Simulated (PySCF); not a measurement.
CeCl₄, valence singlet (4f shell in the core): data card

These are results of PySCF, PBE0, basis Ce lcecp-2-TZVP with ECP46, Cl def2-TZVP (scalar-relativistic core potentials, no spin–orbit coupling, density fitting), not measurements.

The structure is a minimum.

Z-matrix (Å, degrees; charge 0 multiplicity 1):
```
Ce
Cl 1 2.4803
Cl 1 2.4803 2 109.47
Cl 1 2.4803 2 109.47 3 120.00
Cl 1 2.4803 2 109.47 3 -120.00
```

```
Point group                                                                   : Td
Bond lengths                                                                  : Ce–Cl 2.480 Å (×4)
Bond angles                                                                   : Cl–Ce–Cl 109.5° (×6)
Dipole moment                                                                 : 0.00 D
Lowest empty level                                                            : -2.63 eV
Enthalpy at 298.15 K above 0 K                                                : 23.51 kJ/mol
Rotational symmetry number                                                    : 12
Principal quadrupole moments (Buckingham, traceless) about the centre of mass : 0.00, 0.00, 0.00 D Å
Highest occupied level                                                        : -9.73 eV
Heat capacity Cp at 298.15 K                                                  : 99.9 J/(mol K)
Zero-point energy                                                             : 11.4 kJ/mol
Entropy at 298.15 K and 1 bar                                                 : 383.1 J/(mol K)
Rotational constants                                                          : 0.02939, 0.02939, 0.02939 cm⁻¹
Principal polarisabilities                                                    : 96.2, 96.2, 96.2 bohr³
```

Harmonic modes (masses in u: Ce 139.905, Cl 34.969):
| symmetry | ω (cm⁻¹) | IR (km/mol, summed over degenerate members) | type |
| --- | --- | --- | --- |
| e | 83 | 0.0 | bend |
| t2 | 87 | 14.5 | bend |
| a1 | 358 | 0.0 | stretch |
| t2 | 374 | 356 | stretch |

In Td the vibrations span e + 2t2 + a1. The a1, e modes carry no infrared intensity, as symmetry demands.

Charges (e):
```json
{"atom": "Ce1", "Mulliken": "1.51", "Löwdin": "0.01", "polar tensor": "2.57", "Mayer order to Ce1": "–"}
{"atom": "Cl2,3,4,5", "Mulliken": "-0.38", "Löwdin": "0.00", "polar tensor": "-0.64", "Mayer order to Ce1": "1.03"}
```

Mulliken populations on Ce1 (electrons outside its core potential): s 2.15, p 6.22, d 1.97, f 0.15.

Only a few start shapes were tried, so a lower isomer may exist. The 4f shell sits in the core potential, so its spin is not counted.

The final relaxation and frequency run took 55 s on 4 threads of a shared Arm Neoverse V2 host, with 195 basis functions and 6 gradients; the process peaked at 2.3 GiB.
